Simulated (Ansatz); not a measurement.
```yaml
atoms:
  - { symbol: C, position_ang: [1.0253, 0.0000, 0.0000] }
  - { symbol: C, position_ang: [0.0000, 1.0253, 0.0000] }
  - { symbol: C, position_ang: [-1.0253, 0.0000, 0.0000] }
  - { symbol: C, position_ang: [0.0000, -1.0253, 0.0000] }
  - { symbol: C, position_ang: [2.4553, 0.0000, 0.0000] }
  - { symbol: N, position_ang: [3.6153, 0.0000, 0.0000] }
  - { symbol: C, position_ang: [0.0000, 2.4553, 0.0000] }
  - { symbol: N, position_ang: [0.0000, 3.6153, 0.0000] }
  - { symbol: C, position_ang: [-2.4553, 0.0000, 0.0000] }
  - { symbol: N, position_ang: [-3.6153, 0.0000, 0.0000] }
  - { symbol: C, position_ang: [0.0000, -2.4553, 0.0000] }
  - { symbol: N, position_ang: [0.0000, -3.6153, 0.0000] }
```

Basis set: def2-SVP. Charge 0. Computed with Ansatz (development build ahead of 0.2.0); the lowest solution found for each multiplicity.

How do the multiplicities compare at this shape? Give, from the lowest of each method, PBE0 (unrestricted) for 1, 3; PBE0 (restricted) for 1, 3; HF (restricted) for 1, 3; HF (unrestricted) for 1, 3.

| method | multiplicity | E (eV) | <S²> |
| --- | --- | --- | --- |
| PBE0, unrestricted | 1 | 0.000 | 1.11 |
| PBE0, unrestricted | 3 | 0.215 | 2.03 |
| PBE0, restricted | 1 | 0.690 | 0.00 |
| PBE0, restricted | 3 | 0.000 | 2.00 |
| HF, restricted | 1 | 1.277 | 0.00 |
| HF, restricted | 3 | 0.000 | 2.00 |
| HF, unrestricted | 1 | 0.000 | 2.06 |
| HF, unrestricted | 3 | 1.336 | 2.50 |

Caution for PBE0, unrestricted, HF, unrestricted: the unrestricted determinant is a mixture of spin states. Caution for PBE0, restricted, HF, restricted: an unrestricted determinant lies well below. Caution for HF, unrestricted: the unrestricted determinant is spin contaminated.
